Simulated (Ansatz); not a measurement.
Consider the formal exchange of groups at a Ga–Si bond: `F[CH2][GaH][SiH2]Cl` + CH₄ → `[CH3][GaH][CH2]F` + `[SiH3]Cl`.

Isolated molecules relaxed with PBE0-D4/def2-TZVP in Ansatz; ΔE leaves out vibrations. CCSD(T)/CBS adds triple-zeta CCSD(T) − MP2 to the extrapolated MP2 energy (def2 sets, frozen cores). This one scheme is used for every species. DFT in def2-TZVPP. B3LYP here is the variant with VWN-RPA as its local correlation; programs differ in this. For Ga outer-core shells are correlated without core-valence functions, which leaves a few kJ/mol of doubt a bond. Scalar relativity is left out up to krypton. One conformer a species, not always the lowest.

```tsv
level	ΔE (kcal/mol)	difference from CCSD(T)/CBS
r2SCAN-D4	7.7	1.7
PBE0-D4	8.7	2.7
B3LYP-D4	8.1	2.1
B2PLYP	6.1	0.1
PBE	8.9	2.9
r2SCAN	7.5	1.5
PBE0	8.0	2.0
B3LYP	7.0	1.0
MP2/def2-TZVPP	4.8	-1.2
SCS-MP2/def2-TZVPP	4.7	-1.3
CCSD/def2-TZVPP	5.6	-0.4
CCSD(T)/def2-TZVPP	5.8	-0.2
MP2/def2-QZVPP	4.8	-1.2
SCS-MP2/def2-QZVPP	4.7	-1.3
HF/CBS(def2)	4.8	-1.2
MP2/CBS(def2)	4.9	-1.1
CCSD(T)/CBS	6.0	0
```

Largest T1 diagnostic among the species: 0.012.

The D4 term adds +1.1 kcal/mol with B3LYP and +0.7 kcal/mol with PBE0; it sums over pairs of atoms, weighted by their polarisabilities, and B3LYP, whose exchange is more repulsive, gets the larger term. From PBE to PBE0 (25 % exact exchange), in def2-TZVPP and without D4, ΔE moves by −0.8 kcal/mol.
